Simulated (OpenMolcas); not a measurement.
## Cl III: Slater's ratio, worked from levels

```json
{
  "Program": "OpenMolcas 26.06",
  "Basis": "ANO-RCC-VTZP [5s4p2d1f]",
  "Scalar Hamiltonian": "DKH2, point nucleus",
  "Active space": "3 electrons in 3 orbitals (3p)",
  "State averaging": "2S+1 = 4 odd, 1 root; 2S+1 = 2 odd, 8 roots",
  "Spin-orbit coupling": "RASSI with atomic mean-field integrals over the reference wave functions, term energies averaged over their components"
}
```

Methods: CASSCF; SS-CASPT2, IPEA 0.25 Eh, imaginary shift 0.1 Eh (closed shells correlated: 2s 2p 3s). Measured levels: Moore, Atomic Energy Levels, vol. I, NSRDS-NBS 35 (1971 reprint of NBS Circular 467, 1949).

**Slater's ratio.** With one set of orbitals, p3 has 2D* - 4S* = 9 F2 and 2P* - 2D* = 6 F2 (F2 = F²/25), a ratio of 2/3. Term energies are centres of gravity, weighted by 2J + 1.

```csv
Source,2D* - 4S*,2P* - 4S*,F2 from the first,Ratio
CASSCF,22658,37704,2518,0.664
SS-CASPT2,18939,31954,2104,0.687
measured,18093,29875,2010,0.651
```

Energies in cm-1. A ratio away from 2/3 shows effects beyond one configuration with one set of orbitals, and in heavier atoms second-order spin-orbit shifts.

CASPT2 does not keep the components of a term degenerate, so their means are used; among the terms shown or strongly mixed into the levels shown the widest spread is 170 cm-1 (3s2 3p3 2D*, SS-CASPT2). With the s shell closed, the reference lacks s² → p² mixing. Measured partners are found by configuration, term and J. A level has none where our copy of the source lacks it or the pairing is in doubt (some pairs that miss far off the trend of their configuration count as doubtful), and it then counts in no deviation. Levels of configurations outside the active space are missing.

* marks odd parity.
